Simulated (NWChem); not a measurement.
Molecule: C₂H₇FOSi; SMILES C[C@@H](O)[SiH2]F

```xyz
12

C     -0.8073     1.9469    -0.1260
C      0.1444     0.7862    -0.3787
O      1.4311     1.0139     0.1738
Si    -0.5307    -0.8760     0.2282
F      0.4311    -2.0868    -0.2763
H     -1.0456     2.0520     0.9468
H     -1.7586     1.8203    -0.6662
H     -0.3443     2.8895    -0.4575
H      0.3085     0.6949    -1.4671
H      1.3348     1.1062     1.1289
H     -1.9063    -1.1554    -0.2782
H     -0.5099    -0.8726     1.7229
```
Atoms are numbered in this order, from 1.

Program: NWChem. Pople sets run with spherical d functions. The geometry was optimised at PBE0/def2-SVP. No frequency run checked for a minimum. Level M06-2X/6-31G*: energy and gradient on several grids; changes count from the extra-fine grid, which is no exact limit either.

```json
[
 {"grid": "xcoarse", "size of the energy change (μHa)": "7000", "largest change of a gradient component (μHa/bohr)": "4000", "time, medium = 1 (rough)": "about 1"},
 {"grid": "coarse", "size of the energy change (μHa)": "1000", "largest change of a gradient component (μHa/bohr)": "700", "time, medium = 1 (rough)": "about 1"},
 {"grid": "medium", "size of the energy change (μHa)": "100", "largest change of a gradient component (μHa/bohr)": "200", "time, medium = 1 (rough)": "about 1"},
 {"grid": "fine", "size of the energy change (μHa)": "< 10", "largest change of a gradient component (μHa/bohr)": "200", "time, medium = 1 (rough)": "about 1"},
 {"grid": "xfine", "size of the energy change (μHa)": "< 10", "largest change of a gradient component (μHa/bohr)": "< 30", "time, medium = 1 (rough)": "2"}
]
```
